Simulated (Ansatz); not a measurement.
Reaction (formal exchange of groups at the Si–S bond): `C=C[Si](O)(O)S` + `C=C` → `C=C[Si](O)(O)C=C` + H₂S

Isolated molecules relaxed with PBE0-D4/def2-TZVP in Ansatz; ΔE leaves out vibrations. CCSD(T)/CBS is the MP2 limit (def2-TZVPP, def2-QZVPP) plus CCSD(T) − MP2 in def2-TZVPP, frozen cores. This one scheme is used for every species. Functionals use def2-TZVPP. B3LYP here is the variant with VWN-RPA as its local correlation; programs differ in this. Each species was taken in one conformer, which may not be the lowest.

| level | ΔE (kcal/mol) |
| --- | --- |
| B3LYP-D4 | 14.2 |
| B3LYP | 14.6 |

Problem. What does CCSD(T)/CBS give? (An estimate is asked.)

Solution. Computed: +14.3 kcal/mol. The listed levels differ from it by -0.1, 0.3 kcal/mol.

Largest T1 diagnostic among the species: 0.012.
